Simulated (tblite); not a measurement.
Compound: CH11NSi3.
Z-matrix (Å and degrees, GFN2-xTB geometry), rows numbered from 1:
```
C 
Si  1  1.9031
Si  2  2.3056  1  109.01
N   3  1.7403  2  109.45  1   163.92
Si  4  1.7293  3  129.90  2    47.23
H   1  1.0865  2  111.39  3   -59.70
H   1  1.0858  2  111.76  3  -179.95
H   1  1.0865  2  111.15  3    60.03
H   2  1.4731  1  106.85  3   124.86
H   2  1.4745  1  106.52  3  -123.11
H   3  1.4782  2  113.63  1   -73.60
H   3  1.4734  2  115.52  1    48.10
H   4  1.0075  3  113.54  2  -153.98
H   5  1.4690  4  112.38  3    70.73
H   5  1.4617  4  106.49  3   -49.50
H   5  1.4633  4  105.84  3  -169.66
```

Computed values, GFN2-xTB/tblite, gas phase, harmonic and unscaled. Against measured fundamentals such values can be off by several per cent, at times by over 20. Modes of hydrogen on silicon can be 10 to 20 % off. One conformer, not necessarily the lowest.

Harmonic wavenumbers (cm⁻¹): 28.0, 49.8, 85.6, 104.1, 131.0, 143.2, 231.7, 354.6, 374.6, 443.2, 459.9, 559.0, 568.4, 576.8, 603.8, 643.9, 672.8, 737.0, 750.3, 767.2, 801.2, 811.6, 816.9, 821.7, 829.6, 842.0, 990.0, 1206.6, 1374.0, 1495.1, 1497.6, 2100.7, 2150.1, 2161.2, 2175.2, 2198.8, 2252.9, 2266.5, 3031.4, 3034.3, 3041.8, 3466.6.

A = 4885, B = 1050, C = 904.6 MHz; mass 121.020 u (most abundant isotopes); point group C1, symmetry number 1.

Task: Zero-point energy?

Result: Half the sum of the wavenumbers: 23825 cm⁻¹ = 68.12 kcal/mol.

Task: What is S at 273.15 K and 1 bar for an ideal gas of classical rigid rotors and harmonic oscillators?

Result: Translation 39.88, rotation 28.37, vibration 31.33: S = 99.6 cal/(mol K).

Task: And Cp and H(273.15 K) − H(0)?

Result: Cp = 37.83 cal/(mol K), of which vibrations give 29.88 (their classical limit is 42 R = 83.5); H(273.15 K) − H(0) = 6.42 kcal/mol without the zero-point energy, 4.25 from vibrations.

Task: Blend soft modes into free rotors: weight 1/[1 + (100 cm⁻¹/ν̃)⁴] for the oscillator and the rest for a rotor with moment μB/(μ + B), μ = h/(8π²ν), B = 10⁻⁴⁴ kg m². What vibrational entropy results?

Result: 27.72 cal/(mol K) in place of 31.33, which changes −T·S at 273.15 K by +0.99 kcal/mol.

Task: What must be added to the electronic energy to get the Gibbs energy at 273.15 K and 1 bar?

Result: ZPE + [H(273.15 K) − H(0)] − T·S = 68.12 + 6.42 − 27.20 = 47.34 kcal/mol.

Task: How do the functions run with temperature in this model?

Result: 
| T (K) | S (cal/(mol K)) | Cp (cal/(mol K)) | H − H(0) (kcal/mol) | G − H(0) (kcal/mol) | ln q(vib) |
| --- | --- | --- | --- | --- | --- |
| 100 | 72.2 | 20.0 | 1.45 | -5.77 | 2.72 |
| 200 | 89.0 | 30.1 | 3.93 | -13.87 | 5.81 |
| 300 | 103.2 | 40.4 | 7.47 | -23.50 | 8.70 |
| 500 | 127.5 | 54.5 | 17.08 | -46.65 | 14.19 |
| 800 | 156.0 | 67.0 | 35.46 | -89.37 | 21.57 |
| 1000 | 171.6 | 72.5 | 49.44 | -122.17 | 25.94 |

q(vib) and H(0) count from the zero-point level.

Hindered rotation and anharmonicity are outside this model. Other conformers, if any are populated, would add a mixing term that is left out. The structure is chiral; the term R ln 2 for an equal mix with its mirror image is left out.
